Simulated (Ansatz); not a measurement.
## Worked example: the barrier

An elementary step of HfH$_{2}$SF$_{4}$, singlet (HfF₄ ([F][Hf]([F])([F])[F]) + H₂S → HfHSF₃ ([F][Hf]([F])([F])[SH]) + HF (still joined by a long Hf–F bond); bonds formed: F2–H6; dative contacts that become bonds: Hf1–S7; bonds broken: H6–S7; bonds weakened to dative contacts: Hf1–F2). “Start” is the structure reached by relaxing down from the saddle towards the reactants; PBE0-D4/def2-TZVP structures. The saddle:

```
atom    x (Å)    y (Å)    z (Å)
 Hf1  -0.6795  -0.3181  -0.3675
  F2   1.0701  -1.2848   0.5134
  F3  -0.0880  -0.9272  -2.0587
  F4  -1.9240  -1.4653   0.4729
  F5  -1.7482   1.1446  -0.9299
  H6   1.2824  -0.2722   0.9718
  S7   0.7261   1.2759   1.2191
  H8   1.3610   1.8472   0.1789
```

Ansatz 0.2.0; basis: def2-TZVPP and def2-QZVPP; cores frozen in the correlated methods. Core potentials replace the inner electrons of the atoms past krypton.

Energies in eV:

| quantity | saddle | start |
| --- | --- | --- |
| Hartree–Fock, triple zeta (X = 3) | -22978.43394 | -22979.90989 |
| Hartree–Fock, quadruple zeta (X = 4) | -22979.26245 | -22980.74448 |
| MP2 correlation, X = 3 | -41.82831 | -41.32672 |
| MP2 correlation, X = 4 | -46.25593 | -45.76878 |
| CCSD(T) correlation, X = 3 | -43.47137 | -43.03333 |

**Question.** Work out the barrier at the basis limit: extrapolate Hartree–Fock as E(X) = E∞ + A exp(−7.88 √X) and the MP2 correlation as E(X) = E∞ + B X^−2.97 (the exponents that Neese and Valeev fitted for def2-TZVPP and QZVPP), then add CCSD(T) − MP2 in triple zeta.

**Answer.** Each step is linear, so take the differences first (saddle − start): Hartree–Fock 1.47595 (X = 3) and 1.48203 (X = 4); MP2 correlation -0.50159 and -0.48715; CCSD(T) correlation -0.43804.
Two points give E∞ = E(4) + w [E(4) − E(3)], with w = 1/(exp(7.88 (2 − √3)) − 1) = 0.1377 for Hartree–Fock and w = 1/((4/3)^2.97 − 1) = 0.7407 for the correlation.
Hartree–Fock: 1.48203 + 0.1377 × 0.00608 = 1.4829 eV.
MP2 correlation: -0.48715 + 0.7407 × 0.01444 = -0.4765 eV.
CCSD(T) − MP2: -0.43804 − (-0.50159) = 0.0635 eV.
Sum: 1.4829 + (-0.4765) + 0.0635 = 1.0699 eV, or 24.67 kcal/mol. Plain CCSD(T) in triple zeta gives 1.0379 eV, so the larger basis shifts the result by 0.0320 eV.

The T1 diagnostic stays at or below 0.017.

Exchanges of this kind with a chalcogen hydride build sulfide and selenide films.

Labels in which every atom is bracketed show which atoms are joined, not bond orders.

For scale, one of the runs: CCSD(T)/def2-TZVPP, 250 basis functions, launched by `ansatz run in.yaml --threads 8 --pin off --events-out ev --progress --plain --max-ram 19148MiB`. The run took 3.3 min on 8 CPU threads of an Arm Neoverse V2 (shared host), with 6.6 GiB of host memory at its peak.
